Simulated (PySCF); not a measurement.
Geometry (Å), atoms numbered from 1 in this order:
```xyz
16

Si   -0.220    1.934    0.758
H     1.061    1.794    1.533
H     0.104    2.765   -0.442
H    -1.203    2.663    1.614
N    -0.998    0.444    0.330
C    -0.404   -0.687   -0.367
C     0.258   -1.674    0.593
C     0.574   -0.204   -1.427
H    -1.770    0.176    0.930
H    -1.218   -1.221   -0.892
H     1.099   -1.195    1.120
H     0.644   -2.559    0.061
H    -0.459   -2.024    1.352
H     1.429    0.324   -0.970
H     0.983   -1.053   -1.995
H     0.085    0.484   -2.132
```

Geometry: PBE0-D3(BJ)/def2-SVP; GIAO absolute shieldings from PySCF 2.14.0 with density-fitted response routines, gas phase, non-relativistic, averaged over equivalent atoms.

At PBE0/pcSseg-1 (147 basis functions, 19 s wall time on 1 thread of an Arm Neoverse V1, shared host):
| atoms | σ (ppm) |
| --- | --- |
| Si1 | 417.6 |
| H2/H3/H4 | 26.68 |
| H10 | 28.20 |
| H11/H12/H13/H14/H15/H16 | 30.12 |
| H9 | 31.26 |
| N5 | 230.7 |
| C6 | 138.5 |
| C7/C8 | 158.6 |

Question: Predict the values at B3LYP/pcSseg-1 on the same geometry.

Answer: 
```csv
atoms,σ at B3LYP/pcSseg-1,change
Si1,407.5,-10.1
H2/H3/H4,26.87,+0.19
H10,28.29,+0.09
H11/H12/H13/H14/H15/H16,30.21,+0.09
H9,31.35,+0.09
N5,223.7,-7.0
C6,131.3,-7.2
C7/C8,152.7,-5.9
```

The largest change is at Si1 (silicon bonded to N, 3 H). Cost: 147 basis functions, 12 s wall time on 1 thread of an Arm Neoverse V1, shared host.
